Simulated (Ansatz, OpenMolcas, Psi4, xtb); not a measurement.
## A ladder of methods for C2H2Cl2Sn (SMILES C#[C][SnH]([Cl])[Cl])

C2H2Cl2Sn has 7 atoms, charge 0, and is taken as a singlet. As SMILES, `C#[C][SnH]([Cl])[Cl]`. The shape is that of a PBE0-D4/def2-TZVP optimisation.

```tsv
atom	x (Å)	y (Å)	z (Å)
C	-1.6680	1.3497	0.3865
C	-0.7449	0.5924	0.2245
Sn	0.8338	-0.7045	-0.0253
Cl	0.1639	-2.3659	-1.4820
Cl	2.5402	0.4484	-1.0695
H	-2.4853	2.0209	0.5253
H	1.4216	-1.4090	1.3949
```

Quantity: the HOMO–LUMO gap, in eV. The values are calculated.

```tsv
level	kind	program	value (eV)	CPU time
GFN0-xTB	semi-empirical	xtb	5.67	under 2 s
HF/def2-SVP (RICD fitting, core potential)	Hartree–Fock	OpenMolcas	14.03	3 s
SVWN5/def2-SVP (core potential)	LDA	Ansatz	5.11	6 s
PBE/def2-SVP (core potential)	GGA	Ansatz	5.22	9.2 s
r2SCAN/def2-SVP (core potential)	meta-GGA	Ansatz	5.76	22 s
PBE0/def2-SVP (core potential)	global hybrid	Ansatz	7.51	12 s
wB97X-D/def2-SVP (density fitting, core potential)	range-separated hybrid	Psi4	11.15	4.6 s
B2PLYP/def2-SVP (core potential)	double hybrid	Ansatz	9.94	19 s
```

The values span 5.11 to 14.03 eV. Orbital gaps aren't excitation energies, and those of double hybrids come from the SCF part alone; they tend to grow with the share of exact exchange. Times are those of the runs behind each value, whatever else they computed, on shared processors of several kinds: orders of magnitude only.
